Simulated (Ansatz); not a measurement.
```yaml
crystal:
  periodic: [false, false, false]
  atoms:
    - {symbol: C, position_ang: [0.112470, -1.316589, 0.894926]}
    - {symbol: O, position_ang: [-0.452026, -0.125103, 0.395648]}
    - {symbol: W, position_ang: [-0.168220, 1.241476, -0.812141]}
    - {symbol: O, position_ang: [-1.041093, 0.918134, -2.238160]}
    - {symbol: O, position_ang: [1.482008, 1.269798, -1.224283]}
    - {symbol: F, position_ang: [-0.684197, 2.883837, -0.102480]}
    - {symbol: H, position_ang: [-0.171039, -1.416443, 1.943811]}
    - {symbol: H, position_ang: [-0.279144, -2.166252, 0.332095]}
    - {symbol: H, position_ang: [1.201240, -1.288858, 0.810583]}
basis:
  gaussian: {orbitals: def2-SVPD}
magnetization: {spin_polarized: true, initial_magnetization: 2}
hamiltonian: {xc: {name: B2GP-PLYP}}
output: {forces: true}
```

```sh
$ ansatz run in.yaml --threads 4 --pin off --events-out ev --progress --plain --max-ram 10444MiB
```

Shortened log:

```
Functional definition: B2GP-PLYP
1643 factors; integrals over basis functions are off by at most 1.1e-3 eV
mean field evaluation 1: about -11717.0949 eV, gradient 6.0e1 eV
mean field evaluation 2: about -11717.2376 eV, gradient 6.0e1 eV
mean field evaluation 4: about -11729.2144 eV, gradient 2.2e1 eV
mean field evaluation 8: about -11731.5610 eV, gradient 2.0e0 eV
mean field evaluation 16: about -11732.7069 eV, gradient 1.0e0 eV
mean field evaluation 32: about -11732.7218 eV, gradient 1.6e0 eV
mean field evaluation 96: about -11724.0895 eV, gradient 3.9e0 eV
mean field -11732.74347670 eV, -431.1703700295 hartree, gradient 1.9e-6 eV, S^2 2.072848; 8 other end points of the search recorded, 0 dependent functions left out
5 core orbitals not correlated: weight in the atoms' cores, before any rotation towards them, 1.000 or more for the frozen orbitals, at most 0.000 for the correlated occupied ones
reference -11732.74361586 eV, -431.1703751437 hartree; 24, 22 occupied and 142, 144 virtual orbitals, 1643 factors
second order -39.81925175 eV of doubles, -0.00000000 eV of singles
Total energy: -11747.07854649 eV, -431.6971741278 hartree
Atom 0 at     0.112470    -1.316589     0.894926 Å, force    -0.060372    -0.018706    -0.310534 eV/Å
Atom 1 at    -0.452026    -0.125103     0.395648 Å, force    -0.605693    -1.059849     1.525170 eV/Å
Atom 2 at    -0.168220     1.241476    -0.812141 Å, force    -1.360762     1.059177     4.013695 eV/Å
Atom 3 at    -1.041093     0.918134    -2.238160 Å, force    -3.122836    -1.491593    -4.952144 eV/Å
Atom 4 at     1.482008     1.269798    -1.224283 Å, force     5.250473     0.313126    -1.136749 eV/Å
Atom 5 at    -0.684197     2.883837    -0.102480 Å, force    -0.267755     1.494811     0.768441 eV/Å
Atom 6 at    -0.171039    -1.416443     1.943811 Å, force    -0.018006    -0.028318     0.156261 eV/Å
Atom 7 at    -0.279144    -2.166252     0.332095 Å, force    -0.008235    -0.211316    -0.052143 eV/Å
Atom 8 at     1.201240    -1.288858     0.810583 Å, force     0.193186    -0.057333    -0.011997 eV/Å
Dipole moment:     0.080958    -0.502926     0.245903 e Å
```

Hardware: 4 threads of an Arm Neoverse V2 on a shared host. Wall time 61 s, peak host memory 1.1 GiB.
